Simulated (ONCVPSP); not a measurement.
## What the settings do to the ONCV potential of Mn

Base potential:

| Item | Value |
| --- | --- |
| Element | Mn |
| Generator | ONCVPSP 4.0.1 |
| Type | optimised norm-conserving Vanderbilt (ONCV) |
| Functional | PBE |
| Relativity | scalar-relativistic |
| Frozen core | [Ne] 3s2 |
| Valence charge | 13 |
| Reference configuration | 3p6 3d5 4s2 |
| Partial waves | 4s: rc 2.15 bohr, ncon 4, nbas 7, qcut 2.4 1/bohr, 2 projectors, debl 1.7 Ha; 3p: rc 1.00 bohr, ncon 4, nbas 7, qcut 7.7 1/bohr, 2 projectors, debl 0.9 Ha; 3d: rc 1.55 bohr, ncon 4, nbas 8, qcut 10.3 1/bohr, 3 projectors, debl 3.3 Ha |
| Local potential | polynomial inside 0.90 bohr (lpopt 5, dvloc0 0 Ha) |
| Core correction | Teter function fitted to the true core (icmod 2), fcfact 0.2 |

In the p channel the program set the typed energies aside and used -2.006, 0.250 Ha.

All-electron outer shells of the reference configuration (PBE, scalar-relativistic, ld1.x):

```json
{"shell": "3s", "level (eV)": "-85.88", "outermost node (bohr)": "0.34", "outermost maximum (bohr)": "0.74"}
{"shell": "3p", "level (eV)": "-54.59", "outermost node (bohr)": "0.31", "outermost maximum (bohr)": "0.75"}
{"shell": "3d", "level (eV)": "-6.77", "outermost node (bohr)": "–", "outermost maximum (bohr)": "0.76"}
{"shell": "4s", "level (eV)": "-5.11", "outermost node (bohr)": "1.05", "outermost maximum (bohr)": "2.51"}
```

Cutoffs, loose and tight: the cutoffs (Ha) at which the residual kinetic energy of the hardest occupied pseudo-wave falls to 1 and 0.1 mHa per electron. They do not see the model core or the augmentation charge, which bear on the density cutoff. Test errors are all-electron minus pseudo excitation energies from the reference, over the configurations 3p6 3d5 4s1; 3p6 3d5 4s0; 3p6 3d4 4s0; 3p6 3d5.5 4s1.5. A dash means not determined; rows that change the core or the reference have their own tests. The largest error is taken over the tests solved by every variant that gives reliable tests at all: 3p6 3d4 4s0; 3p6 3d5 4s0; 3p6 3d5 4s1.

1 further variants are left out, since the program set their typed debl aside.

A true bound ghost makes a file unfit for plane-wave use even where its test errors are small: the radial tests pick states by their node count and pass the ghost by.

```csv
change,outcome,"cutoff, loose","cutoff, tight",bound ghosts,GHOST(+) flags above zero,largest test error (meV)
base,"generated, projector energies reset by the program",41 Ha,77 Ha,s,none,+115
"all radii but the core radius scaled by about 1.16 (s 2.50, p 1.16, d 1.80 bohr); local potential polynomial inside 1.04 bohr (lpopt 5, dvloc0 0 Ha)","generated, projector energies reset by the program",36 Ha,46 Ha,s,none,+93
"local potential polynomial inside 0.90 bohr (lpopt 5, dvloc0 7 Ha)","generated, projector energies reset by the program",41 Ha,77 Ha,s,none,+112
"core correction Teter function fitted to the true core (icmod 2), fcfact 0.66","generated, projector energies reset by the program",41 Ha,77 Ha,s,none,+142
s: rc 2.92,"generated, projector energies reset by the program",41 Ha,77 Ha,s,none,-56
"core [Ne], valence charge 15; reference 3s2 3p6 3d5 4s2; waves now 3s+4s: rc 1.65 bohr, ncon 5, nbas 9, qcut 6.5 1/bohr, 2 projectors; 3p: rc 0.90 bohr, ncon 3, nbas 6, qcut 7.9 1/bohr, 2 projectors, debl 3.8 Ha; 3d: rc 1.95 bohr, ncon 4, nbas 9, qcut 7.2 1/bohr, 3 projectors, debl 2.7 Ha; local potential polynomial inside 0.75 bohr (lpopt 5, dvloc0 0 Ha)",generated,28 Ha,124 Ha,d,none,+185
"p: ncon 3, nbas 6","generated, projector energies reset by the program",41 Ha,46 Ha,s,none,+115
s: qcut 1.8; p: qcut 5.6; d: qcut 7.5,"generated, projector energies reset by the program",84 Ha,128 Ha,s,d,+118
"core correction Teter function fitted to the true core (icmod 2), fcfact 0.25","generated, projector energies reset by the program",41 Ha,77 Ha,s,none,+122
"local potential polynomial inside 0.75 bohr (lpopt 3, dvloc0 4 Ha)","generated, projector energies reset by the program",41 Ha,77 Ha,s,none,+115
d: rc 2.2,"generated, projector energies reset by the program",29 Ha,77 Ha,s,none,+170
```
